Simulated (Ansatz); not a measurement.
## Molecular dynamics, step by step

BNH₄F₂, closed shell, PBE0-D4/def2-SVP (Ansatz 0.2.0). Settings (timestep in fs, temperature in K; T counts 18 degrees of freedom):

```yaml
hamiltonian: {xc: pbe0, dispersion: d4}
md: {n_steps: 30, timestep: 0.5, temperature: 1000, ensemble: nve, seed: 314, initial_velocities: maxwell_boltzmann}
```

Start, the saddle point found with PBE0-D4 in triple zeta (not stationary at another level):

```tsv
atom	x (Å)	y (Å)	z (Å)
B1	-0.2213	-0.3678	-0.5134
H2	0.5175	0.5961	-1.2706
F3	0.3800	-1.5521	-0.7453
F4	-1.5077	-0.2169	-0.8876
H5	0.5943	0.8137	-0.2672
N6	0.1207	0.2627	0.8605
H7	-0.6294	0.7166	1.3609
H8	0.7460	-0.2523	1.4628
```

| step | time (fs) | potential energy less the start (meV) | kinetic energy (meV) | T (K) |
| --- | --- | --- | --- | --- |
| 0 | 0.00 | 0.0 | 775.6 | 1000 |
| 2 | 1.00 | 105.4 | 672.6 | 867 |
| 4 | 2.00 | 336.4 | 445.1 | 574 |
| 6 | 3.00 | 490.5 | 292.3 | 377 |
| 8 | 4.00 | 480.9 | 300.5 | 388 |
| 10 | 5.00 | 393.2 | 385.1 | 497 |
| 12 | 6.00 | 397.4 | 380.6 | 491 |
| 14 | 7.00 | 476.6 | 306.3 | 395 |
| 16 | 8.00 | 385.1 | 397.0 | 512 |
| 18 | 9.00 | 158.8 | 619.2 | 798 |
| 20 | 10.00 | 19.5 | 759.6 | 979 |
| 22 | 11.00 | -68.8 | 850.4 | 1096 |
| 24 | 12.00 | -239.8 | 1020.9 | 1316 |
| 26 | 13.00 | -484.6 | 1263.2 | 1629 |
| 28 | 14.00 | -682.7 | 1460.3 | 1883 |
| 30 | 15.00 | -770.5 | 1547.7 | 1996 |

Step 2, positions (Å) and forces (eV/Å):

| atom | x | y | z | Fx | Fy | Fz |
| --- | --- | --- | --- | --- | --- | --- |
| B1 | -0.208 | -0.376 | -0.507 | -1.142 | 0.307 | -0.510 |
| H2 | 0.545 | 0.609 | -1.232 | -0.129 | -0.251 | -0.593 |
| F3 | 0.379 | -1.548 | -0.746 | 0.221 | -0.472 | -0.031 |
| F4 | -1.515 | -0.216 | -0.890 | 0.753 | -0.080 | 0.222 |
| H5 | 0.582 | 0.772 | -0.249 | 0.384 | 0.693 | 0.244 |
| N6 | 0.119 | 0.263 | 0.854 | 0.251 | -0.379 | 2.098 |
| H7 | -0.651 | 0.751 | 1.362 | 0.864 | -0.634 | -0.507 |
| H8 | 0.797 | -0.255 | 1.481 | -1.201 | 0.817 | -0.922 |

Step 20, positions (Å) and forces (eV/Å):

```csv
atom,x,y,z,Fx,Fy,Fz
B1,-0.186,-0.392,-0.511,-0.919,2.157,-3.591
H2,0.647,0.502,-1.258,-0.945,-0.411,0.208
F3,0.384,-1.550,-0.755,0.172,-1.944,0.525
F4,-1.545,-0.214,-0.893,1.790,-0.343,1.026
H5,0.683,0.886,0.081,-1.109,-0.772,1.341
N6,0.113,0.255,0.859,1.853,2.026,0.687
H7,-0.613,0.856,1.281,0.390,-0.646,0.087
H8,0.883,-0.079,1.480,-1.231,-0.067,-0.284
```

Step 26, positions (Å) and forces (eV/Å):

```tsv
atom	x	y	z	Fx	Fy	Fz
B1	-0.208	-0.362	-0.558	1.178	0.303	-3.618
H2	0.557	0.382	-1.308	-0.826	0.250	0.378
F3	0.389	-1.570	-0.756	-0.639	-1.037	0.995
F4	-1.537	-0.216	-0.886	0.249	-0.325	0.880
H5	0.652	0.951	0.334	0.373	0.644	0.084
N6	0.120	0.263	0.863	0.842	1.542	3.194
H7	-0.634	0.877	1.318	1.133	-1.587	-0.443
H8	0.889	-0.084	1.566	-2.311	0.210	-1.468
```

Last step (30):

| atom | x (Å) | y (Å) | z (Å) |
| --- | --- | --- | --- |
| B1 | -0.2190 | -0.3401 | -0.6053 |
| H2 | 0.4582 | 0.3114 | -1.3273 |
| F3 | 0.3920 | -1.5858 | -0.7543 |
| F4 | -1.5304 | -0.2183 | -0.8792 |
| H5 | 0.6385 | 1.0151 | 0.5163 |
| N6 | 0.1291 | 0.2751 | 0.8755 |
| H7 | -0.5997 | 0.8207 | 1.3252 |
| H8 | 0.7890 | -0.0792 | 1.5604 |

Hardware: 2 CPU threads of an Arm Neoverse V2, shared host. Wall time about 32 s.
